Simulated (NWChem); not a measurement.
Molecule: C2H5ClSi; SMILES Cl/C=C\[SiH3]

```xyz
9

Si    -0.4284     1.6620     0.0000
C      1.0777     0.5395     0.0000
C      1.0317    -0.7943     0.0000
Cl    -0.4499    -1.6881     0.0000
H     -1.2652     1.4303     1.2155
H     -1.2652     1.4303    -1.2155
H      0.0450     3.0787     0.0000
H      2.0830     0.9767     0.0000
H      1.9108    -1.4452     0.0000
```
Atoms are numbered in this order, from 1.

Level: PBE0/def2-SVP (NWChem), optimised geometry, unscaled harmonic frequencies. 

```tsv
frequency (cm⁻¹)	IR intensity (km/mol)
101	0.0
133	1.1
322	2.2
476	5.9
629	42.5
644	5.4
711	0.6
732	94.7
829	84.9
923	223.6
942	37.0
944	48.3
968	0.1
1155	1.8
1312	9.4
1667	104.0
2236	53.6
2239	100.6
2242	113.0
3185	0.8
3221	2.2
```

The zero-point energy is 36.6 kcal/mol. The thermal correction to the enthalpy at 298.15 K (with zero-point energy) is 40.7 kcal/mol. The heat capacity Cv is 19.1 cal/(mol K) and the entropy at 298.15 K and 1 atm (symmetry number 1) is 76.2 cal/(mol K). The dipole moment comes out as 1.35 D.

Rigid rotor and harmonic oscillator.
